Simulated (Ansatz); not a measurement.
Start from `C=C1[SiH2]C1Br` and change one atom or group to get `C=C1[SiH2]C1Cl`.

Ansatz, PBE0-D4/def2-TZVP geometries, multiplicity 1. 

Scalar relativity is left out up to krypton.

| property | `C=C1[SiH2]C1Br` |
| --- | --- |
| HOMO–LUMO gap (B3LYP/def2-TZVPP) / eV | 5.22 |
| HOMO–LUMO gap (ωB97M-V/def2-TZVPP) / eV | 9.80 |
| size of the dipole moment (B3LYP/def2-TZVPP) / D | 2.05 |
| LUMO energy (ωB97M-V/def2-TZVPP) / eV | 0.54 |
| HOMO–LUMO gap (PBE0/def2-TZVPP) / eV | 5.61 |
| HOMO energy (PBE/def2-TZVPP) / eV | -5.97 |

(1) What does the change do to each property? (Best estimate.)

Answers

(1) The calculation gave: 
| property | `C=C1[SiH2]C1Cl` | shift |
| --- | --- | --- |
| HOMO–LUMO gap (B3LYP/def2-TZVPP) / eV | 5.50 | 0.28 |
| HOMO–LUMO gap (ωB97M-V/def2-TZVPP) / eV | 10.10 | 0.30 |
| size of the dipole moment (B3LYP/def2-TZVPP) / D | 1.92 | -0.13 |
| LUMO energy (ωB97M-V/def2-TZVPP) / eV | 0.76 | 0.22 |
| HOMO–LUMO gap (PBE0/def2-TZVPP) / eV | 5.89 | 0.28 |
| HOMO energy (PBE/def2-TZVPP) / eV | -6.03 | -0.06 |

With PBE0 the HOMO falls by 0.07 eV and the LUMO rises by 0.20 eV, so the gap widens by about 0.27 eV. PBE moves the HOMO by -0.06 eV and ωB97M-V by -0.07 eV. Dipoles are sizes alone; their direction can turn.

B3LYP here is the variant with VWN-RPA as its local correlation; programs differ in this.

Spin–orbit coupling is left out; it splits and shifts lone-pair levels of the heavy atoms by tenths of an eV.
